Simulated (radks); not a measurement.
Species: Ru4+. Configuration: [Kr] 4d4. Method: non-relativistic Kohn-Sham, exchange-only LDA, spin-polarised, spherical densities, point nucleus; open shells are filled with parallel spins first (spin-orbit coupling, left out, can overturn this in heavy ions); relativity is left out, which matters for an element this heavy; computed with a radial shooting solver on a logarithmic mesh with Libxc functionals.

X-ray form factor f0, the Fourier transform of the density (f0(0) = 40):

sin(theta)/lambda (1/angstrom),f0 (electrons)
0.05,39.583
0.1,38.397
0.15,36.609
0.2,34.445
0.25,32.131
0.3,29.847
0.4,25.808
0.5,22.680
0.6,20.307
0.8,16.753
1,13.790
1.25,10.652
1.5,8.363
2,5.979
